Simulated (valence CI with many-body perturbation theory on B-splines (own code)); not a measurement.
Energy levels of Al7+

Computed by valence CI with perturbative core correlation (CI+MBPT): four valence electrons over a frozen Dirac-Fock core [He], radial functions for each j: 11 s, 11 p, 9 d, 7 f, 5 g, 2 h, 1 i, with the one-electron correlation potential Σ1, the two-electron term Σ2, the three-electron term Σ3, Breit, model QED; selected CI, second order for the rest, scaled by the run's own slope (own B-spline code, finite nucleus).

No measured levels were compared; by estimate levels hold to about 100 cm⁻¹ or 0.05 % of their energy and the worst to 300 or 400 cm⁻¹, as in measured light ions of charge 2 to 7. Among the levels kept, up to 270 cm⁻¹ of a level comes from second order outside the variational space, and about a tenth of that is noise between levels of different J, which matters for small intervals.

Levels 1 to 45 of 73, with energies above the lowest level, 2s2.2p2 3P_0. "Leading %" is the weight of the configuration and term that name the level; weights of strongly mixed levels are sums over their largest components and can fall short. In the jj column 3d3/2^4 stands for four electrons in 3d with j = 3/2.

```tsv
No.	Configuration	Term	J	E (cm⁻¹)	Leading %	g	Leading jj	Second component
1	2s2.2p2	3P	0	0	98		2s^2 2p1/2^2 (69 %)	
2	2s2.2p2	3P	1	1708	98	1.500	2s^2 2p1/2 2p3/2 (98 %)	
3	2s2.2p2	3P	2	4410	98	1.499	2s^2 2p3/2^2 (61 %)	
4	2s2.2p2	1D	2	46837	98	1.001	2s^2 2p1/2 2p3/2 (61 %)	
5	2s2.2p2	1S	0	96440	95		2s^2 2p3/2^2 (67 %)	5 % 2p4 1S
6	2s.2p3	5S°	2	133620	100	2.001	2s 2p1/2 2p3/2^2 (55 %)	
7	2s.2p3	3D°	3	262180	99	1.333	2s 2p1/2 2p3/2^2 (99 %)	
8	2s.2p3	3D°	2	262290	99	1.167	2s 2p1/2 2p3/2^2 (66 %)	
9	2s.2p3	3D°	1	262390	99	0.500	2s 2p1/2 2p3/2^2 (44 %)	
10	2s.2p3	3P°	1	309170	99	1.499	2s 2p1/2 2p3/2^2 (66 %)	
11	2s.2p3	3P°	2	309220	99	1.499	2s 2p3/2^3 (53 %)	
12	2s.2p3	3P°	0	309230	100		2s 2p1/2 2p3/2^2 (100 %)	
13	2s.2p3	1D°	2	397280	99	1.000	2s 2p1/2 2p3/2^2 (77 %)	
14	2s.2p3	3S°	1	404430	99	1.998	2s 2p1/2 2p3/2^2 (55 %)	
15	2s.2p3	1P°	1	444890	99	1.003	2s 2p3/2^3 (37 %)	
16	2p4	3P	2	608180	97	1.499	2p1/2^2 2p3/2^2 (70 %)	
17	2p4	3P	1	611310	98	1.500	2p1/2 2p3/2^3 (98 %)	
18	2p4	3P	0	612590	98		2p3/2^4 (62 %)	
19	2p4	1D	2	647490	97	1.001	2p1/2 2p3/2^3 (69 %)	
20	2p4	1S	0	738830	94		2p1/2^2 2p3/2^2 (60 %)	5 % 2s2.2p2 1S
21	2s2.2p.3s	3P°	0	1319100	95		2s^2 2p1/2 3s (95 %)	
22	2s2.2p.3s	3P°	1	1320300	92	1.488	2s^2 2p1/2 3s (76 %)	
23	2s2.2p.3s	3P°	2	1323900	95	1.500	2s^2 2p3/2 3s (95 %)	
24	2s2.2p.3s	1P°	1	1335200	93	1.011	2s^2 2p3/2 3s (76 %)	
25	2s2.2p.3p	1P	1	1383600	86	0.968	2s^2 2p1/2 3p1/2 (48 %)	7 % 2s2.2p.3p 3D
26	2s2.2p.3p	3D	1	1390200	87	0.543	2s^2 2p1/2 3p1/2 (45 %)	7 % 2s2.2p.3p 1P
27	2s2.2p.3p	3D	2	1391500	94	1.168	2s^2 2p1/2 3p3/2 (54 %)	
28	2s2.2p.3p	3D	3	1394600	95	1.334	2s^2 2p3/2 3p3/2 (95 %)	
29	2s2.2p.3p	3S	1	1401800	89	1.963	2s^2 2p3/2 3p3/2 (43 %)	5 % 2s2.2p.3p 3P
30	2s2.2p.3p	3P	0	1406200	88		2s^2 2p1/2 3p1/2 (64 %)	7 % 2s.2p2.3s 3P
31	2s2.2p.3p	3P	1	1407800	84	1.526	2s^2 2p3/2 3p1/2 (63 %)	6 % 2s.2p2.3s 3P
32	2s2.2p.3p	3P	2	1409300	88	1.497	2s^2 2p3/2 3p3/2 (53 %)	7 % 2s.2p2.3s 3P
33	2s2.2p.3p	1D	2	1429600	94	1.002	2s^2 2p3/2 3p3/2 (37 %)	
34	2s2.2p.3p	1S	0	1453700	95		2s^2 2p3/2 3p3/2 (68 %)	
35	2s.2p2.3s	5P	1	1465900	99	2.502	2s 2p1/2 2p3/2 3s (41 %)	
36	2s.2p2.3s	5P	2	1467500	99	1.834	2s 2p1/2 2p3/2 3s (83 %)	
37	2s2.2p.3d	3F°	2	1468600	65	0.774	2s^2 2p1/2 3d3/2 (91 %)	30 % 2s2.2p.3d 1D°
38	2s.2p2.3s	5P	3	1469700	99	1.667	2s 2p3/2^2 3s (64 %)	
39	2s2.2p.3d	3F°	3	1471200	94	1.085	2s^2 2p1/2 3d5/2 (52 %)	
40	2s2.2p.3d	1D°	2	1471900	64	0.900	2s^2 2p3/2 3d5/2 (39 %)	30 % 2s2.2p.3d 3F°
41	2s2.2p.3d	3F°	4	1473600	96	1.250	2s^2 2p3/2 3d5/2 (96 %)	
42	2s2.2p.3d	3D°	1	1484500	90	0.548	2s^2 2p1/2 3d3/2 (65 %)	4 % 2s2.2p.3d 3P°
43	2s2.2p.3d	3D°	2	1485100	83	1.200	2s^2 2p1/2 3d5/2 (53 %)	11 % 2s2.2p.3d 3P°
44	2s2.2p.3d	3D°	3	1486500	94	1.330	2s^2 2p3/2 3d5/2 (65 %)	
45	2s2.2p.3d	3P°	2	1490500	83	1.459	2s^2 2p3/2 3d5/2 (52 %)	11 % 2s2.2p.3d 3D°
```

Names give the largest LS component (configuration and term), which can be under half, so a name can repeat, a term be missing and a line seem to break the LS rules; names also repeat where a configuration has a term twice.

The ionisation energy to 2s2.2p 2P°_1/2 of the next ion comes out as 284.69 eV (NIST: 284.64 ± 0.07 eV (semi-empirical)). All 73 levels together are meant to be complete up to 1610300 cm⁻¹.
